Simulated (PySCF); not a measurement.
Dipole moment and polarisability of `C[S@@](=O)c1cc(N)co1`

Compound: C5H7NO2S.
SMILES with atom numbers: `[CH3:1][S@@:2](=[O:3])[c:4]1[cH:5][c:6]([NH2:7])[cH:8][o:9]1` (hydrogens: H10, H11, H12 on C1; H13 on C5; H14, H15 on N7; H16 on C8)

Structure used (PBE0-D3(BJ)/def2-SVP), in Å, numbered top down from 1:
```
atom  x, y, z in Å
C1    -2.7477   -0.7705    0.3821
S2    -1.6298   -1.3419   -0.9329
O3    -1.9498   -0.5369   -2.1568
C4    -0.1559   -0.5868   -0.2717
C5     0.6003    0.3914   -0.8416
C6     1.7180    0.5679    0.0439
N7     2.7821    1.4262   -0.1686
C8     1.5318   -0.3298    1.0656
O9     0.3856   -1.0442    0.8627
H10   -2.7443    0.3279    0.3606
H11   -3.7473   -1.1593    0.1442
H12   -2.4003   -1.1597    1.3498
H13    0.3773    0.9009   -1.7759
H14    3.3253    1.6443    0.6577
H15    2.5417    2.2668   -0.6797
H16    2.1045   -0.5786    1.9536
```

Level: B3LYP/def2-SVPD (PySCF), static field, nuclei fixed, core orbitals frozen in the response. The polarisability tensor in these axes (au):

```
x   118.84  20.35   8.85
y    20.35  82.80  -6.46
z     8.85  -6.46  92.09
```

Question: Diagonalise the tensor; give its mean and Δα, where Δα² is half the sum of the squared differences of the eigenvalues.

Answer: Principal values 69.53, 95.37 and 128.83 au; mean 97.91 au = 14.51 Å³ = 16.14 × 10⁻⁴⁰ C²·m²/J; Δα = 51.50 au (53 % of the mean).

Question: What is the dipole moment, and where does it point?

Answer: (1.45, 1.64, 3.80) D, 4.39 D in size, pointing from the negative to the positive side. Measured along this direction, the outermost atoms are O3 at the negative end and H14 and H16 at the positive end.

Question: Find the Langevin capture rate constant for NO+ (29.998 u) meeting this molecule (145.020 u), k = 2.342 × 10⁻⁹ cm³/s × √(α in Å³ / reduced mass in u).

Answer: The reduced mass is 24.86 u, so k = 1.79 × 10⁻⁹ cm³/s. The formula leaves out the permanent dipole, which adds to the capture rate.

Question: In a dilute gas of rigid molecules at 273 K, how does the orientational term μ²/3kT compare with the electronic polarisability?

Answer: In Gaussian units μ²/3kT = 170.35 Å³ against 14.51 Å³, a ratio of 11.74; the Debye molar polarisation (4π/3)N_A(α + μ²/3kT) is 466.3 cm³/mol, leaving out the vibrational part.

Question: What depolarisation ratio follows for Rayleigh scattering of linearly polarised light, taking the static tensor?

Answer: ρ = 3Δα²/(45ᾱ² + 4Δα²) = 7956.6/(431383 + 10608.8) = 0.018.

One conformer (not necessarily the lowest) at the PBE0-D3(BJ)/def2-SVP geometry, without solvent, vibrations or thermal averaging.

The run behind these numbers computed excited states and ΔSCF ions as well. On one thread of an x86-64 server, shared host, this took 4.1 min.
